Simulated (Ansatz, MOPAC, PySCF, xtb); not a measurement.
Diatomic TeC, closed-shell singlet (lowest of 2S+1 = 1, 3, 5 at CCSD(T)/def2-TZVPP on PBE0 minima; our sources give no spin for the ground state, which may be another). No spin–orbit coupling.

Constants: fifth-degree fit in 1/R to seven points, most abundant isotopes. In def2 and cc sets the state is the lowest found near the PBE0 minimum, followed along R. The singlet is held restricted.

Correlated levels freeze the inner cores; with def2 sets outer-core shells near the valence are correlated too. CBS(a, b) extrapolates the correlation energy as X⁻³ and adds the Hartree–Fock energy of set b. Rows in LANL2DZ carry no dispersion term and start afresh at each structure. LANL2DZ brings its own core potentials from Na on. The state reached by PM3 isn't checked.

Run with Ansatz (Gaussian orbitals); MOPAC for PM3 (differences of heats of formation); PySCF for LANL2DZ rows; xtb for the GFN methods. Each number belongs to the level named beside it. In def2 rows elements past Kr take small-core potentials, without spin–orbit coupling.

```tsv
level	r_e (Å)	ω_e (cm⁻¹)	ω_e x_e (cm⁻¹)	dipole (D)
PM3	1.955	685	2.9	-
GFN1-xTB	1.877	1040	4.8	-
GFN2-xTB	1.883	979	4.8	-
PBE/def2-TZVPP	1.907	850	3.4	2.55
B3LYP/LANL2DZ	1.942	815	3.1	2.43
PBE0/def2-TZVPP	1.882	906	3.3	2.59
CAM-B3LYP/def2-TZVPP	1.870	(withheld)	3.2	2.68
CCSD(T)/CBS(def2-TZVPP, def2-QZVPP)	(withheld)	(withheld)	3.9	-
```

Question: Some entries are withheld; supply them.

Answer: 
- CCSD(T)/CBS(def2-TZVPP, def2-QZVPP), r_e (Å): 1.896
- CCSD(T)/CBS(def2-TZVPP, def2-QZVPP), ω_e (cm⁻¹): 862
- CAM-B3LYP/def2-TZVPP, ω_e (cm⁻¹): 929

Doubts at one or more of the structures used: a restricted determinant that unrestricted orbitals would lower (CCSD(T)/CBS(def2-TZVPP, def2-QZVPP)).

Ansatz is a first-principles code.
